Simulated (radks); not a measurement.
Results of a calculation; reference values are marked as such.
Charge is removed step by step from the 1s down level of Ge+, starting from 1s(up 1, down 1) 2s2 2p6 3s2 3p6 3d10 4s2 4p1. Code: a radial shooting solver on a logarithmic mesh with Libxc functionals. Model: scalar-relativistic Kohn-Sham, BLYP, spin-polarised, spherical densities, finite nucleus; open shells are filled with parallel spins first; Fermi nuclear charge, rms radius 4.0742 fm.

removed (e),E - E(0) (eV),eigenvalue (eV)
0,0.000,-10972.9
0.25,2753.4,-11059.6
0.5,5528.0,-11142.2
0.75,8322.4,-11217.1

The mean slope of the eigenvalue, de/dn, is 326 eV per electron.
